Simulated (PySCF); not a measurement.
## Worked example: entropy of an ideal gas

CH₅N₂S, SMILES NC([NH3+])=S, charge +1.

Coordinates come from a B3LYP-D3(BJ)/def2-SVP optimisation. The isomer is the one that the SMILES or the coordinates give; other isomers of the formula were not compared. One conformer was computed; it need not be the lowest.

B3LYP-D3(BJ)/def2-SVP (PySCF) gives the harmonic wavenumbers 145, 317, 381, 435, 518, 593, 657, 895, 987, 994, 1197, 1433, 1509, 1574, 1603, 1649, 3334, 3432, 3438, 3542, 3660 cm⁻¹ and the rotational temperatures 0.4511, 0.2342, 0.1570 K. The molar mass is 77.12 g/mol, the symmetry number 1, the spin multiplicity 1.

Task: Work out the entropy at 298.15 K and 1 atm in the rigid-rotor, harmonic-oscillator model.

Result: 
Translation (Sackur–Tetrode at 1 atm): S = R[1.5 ln M + 2.5 ln T − 1.16487] = 162.9 J/(mol K).
Rotation: q = (√π/σ) T^1.5/√(θA θB θC) = 70900, S = R[ln q + 3/2] = 105.3 J/(mol K).
Vibration: with u = 1.4388 ν/T, each mode gives R[u/(e^u − 1) − ln(1 − e^−u)]:
| ν (cm⁻¹) | modes | u | S (J/(mol K)) |
|---|---|---|---|
| 145 | 1 | 0.70 | 11.45 |
| 317 | 1 | 1.53 | 5.55 |
| 381 | 1 | 1.84 | 4.33 |
| 435 | 1 | 2.10 | 3.52 |
| 518 | 1 | 2.50 | 2.57 |
| 593 | 1 | 2.86 | 1.93 |
| 657 | 1 | 3.17 | 1.51 |
| 895 | 1 | 4.32 | 0.60 |
| 987 | 1 | 4.76 | 0.41 |
| 994 | 1 | 4.80 | 0.40 |
| 1197 | 1 | 5.78 | 0.18 |
| 1433 | 1 | 6.92 | 0.07 |
| 1509 | 1 | 7.28 | 0.05 |
| 1574 | 1 | 7.60 | 0.04 |
| 1603 | 1 | 7.74 | 0.03 |
| 1649 | 1 | 7.96 | 0.03 |
The stiffer modes add less than 0.005 each. Sum 32.7 J/(mol K).
Spin: R ln 1 = 0.0 J/(mol K).
Total 300.9 J/(mol K); the program's own thermochemistry gives 301.0. Translation makes up 54 % and vibration 11 %. Anharmonicity, hindered rotation and orbital degeneracy are left out.
